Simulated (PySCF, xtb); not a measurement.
C4H7FO, SMILES C1(COC1)(F)C.

xtb with GFN2-xTB at its own geometry gives an orbital gap of 10.13 eV and a dipole moment of 1.94 D.

Geometry: PBE0-D3(BJ)/def2-SVP.

Problem. What does CAM-B3LYP/def2-TZVP (PySCF) give? (An estimate is asked for; the answer gives what the named calculation found.)

Solution. gap 10.89 eV (levels -9.03 and 1.87 eV), dipole 1.48 D.
